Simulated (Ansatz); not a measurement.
Steps of a relaxation of C$_{2}$H$_{7}$Cl$_{2}$InO (`C[OH+][In-]([CH3])([Cl])[Cl]`) with RKS PBE0-D4/def2-TZVP.

```sh
$ ansatz run in.yaml --threads 4 --pin off --events-out ev --progress --plain --max-ram 11315MiB
```

```yaml
crystal:
  periodic: [false, false, false]
  atoms:
    - {symbol: C, position_ang: [1.430335, 0.418757, 1.732363]}
    - {symbol: O, position_ang: [1.219659, -0.098568, 0.406751]}
    - {symbol: In, position_ang: [-0.701563, 0.440458, -0.845078]}
    - {symbol: C, position_ang: [-1.793148, -1.347869, -1.345039]}
    - {symbol: Cl, position_ang: [1.052634, 1.332569, -2.270377]}
    - {symbol: Cl, position_ang: [-1.484461, 2.162648, 0.614901]}
    - {symbol: H, position_ang: [1.078374, 1.467626, 1.826827]}
    - {symbol: H, position_ang: [2.504046, 0.342393, 2.001826]}
    - {symbol: H, position_ang: [0.844411, -0.214051, 2.425858]}
    - {symbol: H, position_ang: [1.788770, 0.389413, -0.240654]}
    - {symbol: H, position_ang: [-2.358499, -1.687064, -0.457559]}
    - {symbol: H, position_ang: [-2.490440, -1.119753, -2.172546]}
    - {symbol: H, position_ang: [-1.069717, -2.121259, -1.662472]}
basis:
  gaussian: {orbitals: def2-TZVP}
hamiltonian: {xc: pbe0, dispersion: d4}
relax: {f_tol: 0.005, max_steps: 150}
```

Positions (Å) and forces (eV/Å) along the path, 11 of 14 steps:

```xyz
13
step=1 energy=-34447.4172 eV
C     1.430    0.419    1.732    0.042    0.068    0.426
O     1.220   -0.099    0.407    0.275    0.600   -0.323
In   -0.702    0.440   -0.845    0.141    0.197    0.073
C    -1.793   -1.348   -1.345   -0.050   -0.087   -0.030
Cl    1.053    1.333   -2.270   -0.368   -0.159    0.242
Cl   -1.484    2.163    0.615    0.161   -0.386   -0.329
H     1.078    1.468    1.827    0.214   -0.574   -0.131
H     2.504    0.342    2.002   -0.570    0.041   -0.191
H     0.844   -0.214    2.426    0.297    0.310   -0.412
H     1.789    0.389   -0.241   -0.377   -0.403    0.566
H    -2.358   -1.687   -0.458    0.275    0.161   -0.456
H    -2.490   -1.120   -2.173    0.341   -0.140    0.414
H    -1.070   -2.121   -1.662   -0.380    0.372    0.151
13
step=2 energy=-34447.4890 eV
C     1.423    0.420    1.733   -0.009    0.035    0.161
O     1.186   -0.069    0.407    0.349    0.236   -0.190
In   -0.701    0.438   -0.844    0.042   -0.047   -0.015
C    -1.767   -1.329   -1.337   -0.048   -0.127   -0.002
Cl    0.977    1.327   -2.266    0.058    0.058   -0.136
Cl   -1.484    2.113    0.581   -0.073    0.110    0.101
H     1.147    1.480    1.821    0.068   -0.254   -0.034
H     2.479    0.274    1.998   -0.240    0.021   -0.067
H     0.797   -0.173    2.408    0.129    0.136   -0.135
H     1.802    0.365   -0.220   -0.301   -0.220    0.308
H    -2.312   -1.678   -0.456    0.055    0.016   -0.138
H    -2.473   -1.114   -2.145    0.092   -0.042    0.110
H    -1.053   -2.090   -1.665   -0.122    0.076    0.036
13
step=3 energy=-34447.5001 eV
C     1.416    0.411    1.737   -0.003    0.027    0.039
O     1.182   -0.074    0.410    0.114    0.103   -0.161
In   -0.690    0.457   -0.852   -0.004   -0.032   -0.045
C    -1.749   -1.324   -1.325   -0.011   -0.038    0.005
Cl    0.949    1.350   -2.329   -0.012   -0.015    0.036
Cl   -1.499    2.123    0.581   -0.010    0.046    0.042
H     1.163    1.471    1.818    0.008   -0.046    0.002
H     2.460    0.245    2.009   -0.043   -0.006   -0.008
H     0.774   -0.163    2.404    0.012    0.024   -0.026
H     1.806    0.348   -0.206   -0.055   -0.083    0.120
H    -2.286   -1.681   -0.447    0.002    0.012    0.008
H    -2.461   -1.113   -2.121   -0.008    0.000   -0.011
H    -1.046   -2.084   -1.663    0.010    0.007   -0.003
13
step=4 energy=-34447.5029 eV
C     1.408    0.409    1.729    0.009   -0.014   -0.008
O     1.194   -0.058    0.392    0.000    0.003    0.014
In   -0.695    0.464   -0.853    0.040    0.007   -0.029
C    -1.746   -1.327   -1.317    0.002    0.005    0.013
Cl    0.944    1.358   -2.330   -0.037   -0.003    0.009
Cl   -1.503    2.131    0.590    0.018   -0.021   -0.009
H     1.180    1.472    1.813   -0.007    0.021    0.008
H     2.440    0.213    2.023    0.004   -0.011    0.009
H     0.737   -0.154    2.374   -0.015    0.001    0.003
H     1.841    0.349   -0.203   -0.021    0.003   -0.012
H    -2.273   -1.687   -0.435   -0.008    0.004    0.026
H    -2.466   -1.124   -2.108   -0.014    0.012   -0.017
H    -1.039   -2.081   -1.660    0.028   -0.004   -0.006
13
step=5 energy=-34447.5035 eV
C     1.409    0.395    1.732   -0.027    0.018   -0.007
O     1.205   -0.025    0.380   -0.008   -0.020   -0.051
In   -0.684    0.465   -0.870   -0.073    0.002    0.024
C    -1.743   -1.332   -1.308    0.027    0.066    0.023
Cl    0.923    1.369   -2.364    0.005    0.009   -0.005
Cl   -1.508    2.131    0.574    0.042   -0.053   -0.035
H     1.205    1.459    1.848   -0.011    0.068   -0.007
H     2.430    0.166    2.034    0.054   -0.028    0.027
H     0.714   -0.168    2.348   -0.032   -0.043    0.037
H     1.846    0.407   -0.202    0.012    0.003   -0.008
H    -2.289   -1.661   -0.427   -0.014   -0.011    0.057
H    -2.449   -1.142   -2.114   -0.011    0.015   -0.039
H    -1.038   -2.100   -1.618    0.036   -0.028   -0.016
13
step=7 energy=-34447.5055 eV
C     1.385    0.383    1.722    0.007   -0.002    0.009
O     1.211   -0.017    0.358    0.010   -0.012    0.019
In   -0.679    0.478   -0.887   -0.006    0.007   -0.001
C    -1.726   -1.329   -1.288   -0.010    0.012    0.004
Cl    0.903    1.398   -2.396    0.001    0.001   -0.001
Cl   -1.477    2.134    0.578    0.000   -0.001   -0.003
H     1.205    1.452    1.843    0.000   -0.015    0.002
H     2.392    0.121    2.054   -0.029    0.000   -0.012
H     0.656   -0.171    2.310    0.018    0.018   -0.016
H     1.868    0.418   -0.203   -0.003    0.006    0.000
H    -2.249   -1.653   -0.388    0.004   -0.007   -0.009
H    -2.451   -1.156   -2.083    0.009   -0.005    0.008
H    -1.017   -2.093   -1.604   -0.001   -0.002    0.002
13
step=9 energy=-34447.5057 eV
C     1.382    0.378    1.719    0.001    0.001   -0.006
O     1.208   -0.017    0.354    0.001   -0.002   -0.002
In   -0.683    0.486   -0.888   -0.001    0.000   -0.002
C    -1.721   -1.328   -1.282   -0.001   -0.003    0.000
Cl    0.896    1.406   -2.399    0.002    0.000   -0.001
Cl   -1.477    2.144    0.575    0.000   -0.001    0.001
H     1.216    1.449    1.842    0.001    0.000    0.001
H     2.382    0.100    2.055    0.004    0.000    0.002
H     0.643   -0.166    2.302   -0.005    0.000    0.004
H     1.866    0.420   -0.205   -0.002    0.001    0.001
H    -2.242   -1.654   -0.383    0.000   -0.001    0.000
H    -2.445   -1.165   -2.080    0.000    0.002    0.000
H    -1.005   -2.088   -1.595    0.000    0.001    0.001
13
step=10 energy=-34447.5057 eV
C     1.383    0.378    1.718   -0.002    0.000   -0.004
O     1.208   -0.015    0.353    0.000   -0.002    0.001
In   -0.684    0.487   -0.888   -0.001   -0.001    0.003
C    -1.720   -1.329   -1.282    0.001   -0.001   -0.001
Cl    0.895    1.406   -2.399    0.001    0.002   -0.002
Cl   -1.478    2.143    0.576    0.001   -0.002   -0.001
H     1.222    1.450    1.842    0.001    0.001    0.000
H     2.381    0.094    2.056    0.003    0.000    0.001
H     0.639   -0.162    2.300   -0.002    0.000    0.003
H     1.866    0.423   -0.206   -0.001    0.001    0.000
H    -2.242   -1.654   -0.383   -0.001    0.000    0.002
H    -2.443   -1.167   -2.081    0.000    0.001   -0.001
H    -1.004   -2.089   -1.592    0.000    0.000    0.000
13
step=12 energy=-34447.5057 eV
C     1.385    0.381    1.718   -0.001    0.002    0.008
O     1.207   -0.017    0.354   -0.005   -0.004   -0.002
In   -0.686    0.484   -0.885    0.001    0.001    0.001
C    -1.721   -1.331   -1.285    0.002    0.002    0.001
Cl    0.892    1.409   -2.393    0.000    0.000   -0.001
Cl   -1.481    2.136    0.584    0.000   -0.001   -0.001
H     1.239    1.456    1.835    0.000   -0.001   -0.002
H     2.379    0.086    2.058   -0.002    0.000    0.000
H     0.633   -0.145    2.302    0.004    0.001   -0.003
H     1.864    0.419   -0.208    0.003    0.001    0.000
H    -2.247   -1.656   -0.388   -0.001    0.000    0.000
H    -2.440   -1.167   -2.086   -0.001   -0.001   -0.001
H    -1.004   -2.090   -1.592    0.000    0.000   -0.001
13
step=13 energy=-34447.5057 eV
C     1.386    0.383    1.718    0.001    0.003    0.007
O     1.207   -0.019    0.356   -0.005   -0.002   -0.004
In   -0.687    0.484   -0.883    0.001   -0.001   -0.002
C    -1.721   -1.331   -1.286    0.000    0.000    0.001
Cl    0.893    1.409   -2.391   -0.001    0.001    0.001
Cl   -1.484    2.133    0.588    0.001    0.001    0.000
H     1.243    1.458    1.832    0.000   -0.002   -0.001
H     2.380    0.087    2.059   -0.001    0.000    0.000
H     0.633   -0.139    2.304    0.002    0.001   -0.003
H     1.864    0.414   -0.208    0.002    0.000    0.001
H    -2.249   -1.657   -0.391    0.000    0.000   -0.001
H    -2.440   -1.166   -2.089    0.000   -0.001    0.000
H    -1.004   -2.090   -1.594    0.000    0.000    0.000
13
step=14 energy=-34447.5057 eV
C     1.387    0.384    1.718    0.001    0.003    0.003
O     1.206   -0.021    0.357   -0.001   -0.002   -0.005
In   -0.687    0.483   -0.882    0.001    0.001   -0.001
C    -1.722   -1.331   -1.287    0.000   -0.001    0.000
Cl    0.892    1.411   -2.389   -0.001   -0.001    0.001
Cl   -1.484    2.132    0.589   -0.001    0.001    0.001
H     1.244    1.460    1.829    0.000   -0.001    0.000
H     2.380    0.088    2.059    0.001    0.000    0.000
H     0.634   -0.136    2.306    0.000    0.000   -0.001
H     1.863    0.410   -0.208    0.000    0.000    0.002
H    -2.249   -1.658   -0.392    0.000    0.000   -0.001
H    -2.440   -1.166   -2.090    0.000    0.000    0.000
H    -1.004   -2.090   -1.595    0.000    0.000    0.000
```

Hardware: 4 threads of an Intel Xeon Platinum 8259CL on a shared host. Wall time 3.3 min, peak host memory 1 GiB.
